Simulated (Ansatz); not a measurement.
C$_{2}$H$_{3}$FSi, SMILES `F[SiH]1C=C1`, one more setting.

```yaml
crystal:
  periodic: [false, false, false]
  atoms:
    - {symbol: F, position_ang: [-1.834760, -1.249659, 0.027483]}
    - {symbol: Si, position_ang: [-0.739719, -0.201894, -0.470201]}
    - {symbol: C, position_ang: [0.317130, 0.677847, 0.660762]}
    - {symbol: C, position_ang: [0.969318, -0.309471, 0.017207]}
    - {symbol: H, position_ang: [-1.235951, 0.309836, -1.758114]}
    - {symbol: H, position_ang: [0.602623, 1.397176, 1.419423]}
    - {symbol: H, position_ang: [1.982559, -0.691836, 0.057740]}
basis:
  gaussian: {orbitals: def2-mTZVPP}
hamiltonian: {xc: {name: wB97X}}
output: {forces: true}
```

```sh
$ ansatz run in.yaml --threads 2 --pin off --events-out ev --progress --plain --max-ram 4352MiB
```

It prints (some lines left out):

```
Functional definition: wB97X
  name "wB97X"
  cite "Chai & Head-Gordon, J. Chem. Phys. 128, 084106 (2008) doi:10.1063/1.2834918"
  cite "Becke, J. Chem. Phys. 107, 8554 (1997) doi:10.1063/1.475007"
  parameter omega = 0.3/bohr
  parameter cx = 0.157706
  parameter cx1 = 0.726479
  parameter cx2 = 1.04760
  parameter cx3 = -5.70635
  parameter cx4 = 13.2794
  parameter css1 = -4.33879
  parameter css2 = 18.2308
  parameter css3 = -31.7430
  parameter css4 = 17.2901
  parameter cos1 = 2.37031
  parameter cos2 = -11.3995
  parameter cos3 = 6.58405
  parameter cos4 = -3.78132
  # The coefficients of nought are those of the uniform gas.
  exchange = spin_sum(e_x_unif_sr(omega)*poly(b97_u_x, 1 - cx, cx1, cx2, cx3, cx4)) + cx*exact_x_sr(omega)
      + exact_x_lr(omega)
  correlation = spin_sum(e_c_pw_same_spin*poly(b97_u_same, 1, css1, css2, css3, css4))
      + integral(e_c_pw_opposite_spin*poly(b97_u_opposite, 1, cos1, cos2, cos3, cos4))
957 factors; integrals over basis functions are off by at most 7.4e-4 eV
265 factors; integrals over basis functions are off by at most 5.5e-6 eV
mean field evaluation 1: about -12713.5920 eV, gradient 4.6e1 eV
mean field evaluation 2: about -12714.8240 eV, gradient 4.2e1 eV
mean field evaluation 4: about -12717.5818 eV, gradient 1.8e0 eV
mean field evaluation 8: about -12717.6277 eV, gradient 6.3e-2 eV
mean field evaluation 16: about -12717.6277 eV, gradient 3.1e-5 eV
mean field -12717.62773676 eV, -467.3641990083 hartree, gradient 3.2e-5 eV, S^2 0.000000; 0 other end points of the search recorded, 0 dependent functions left out
the calculation of the forces begins
reference -12717.62770899 eV, -467.3641979878 hartree; 19, 19 occupied and 85, 85 virtual orbitals, 957 factors
Total energy: -12717.62770899 eV, -467.3641979878 hartree
Atom 0 at    -1.834760    -1.249659     0.027483 Å, force    -0.249184    -0.235890     0.109369 eV/Å
Atom 1 at    -0.739719    -0.201894    -0.470201 Å, force     0.240472     0.277954    -0.182632 eV/Å
Atom 2 at     0.317130     0.677847     0.660762 Å, force     0.041840    -0.042166    -0.019256 eV/Å
Atom 3 at     0.969318    -0.309471     0.017207 Å, force    -0.016627     0.046418     0.038319 eV/Å
Atom 4 at    -1.235951     0.309836    -1.758114 Å, force     0.030616    -0.035696     0.085732 eV/Å
Atom 5 at     0.602623     1.397176     1.419423 Å, force    -0.008420    -0.028245    -0.030745 eV/Å
Atom 6 at     1.982559    -0.691836     0.057740 Å, force    -0.038698     0.017624    -0.000786 eV/Å
Dipole moment:     0.255999     0.193391    -0.037262 e Å
```

Hardware: 2 threads of an Intel Xeon 6975P-C on a shared host. Wall time 2.5 s, peak host memory 0.25 GiB.
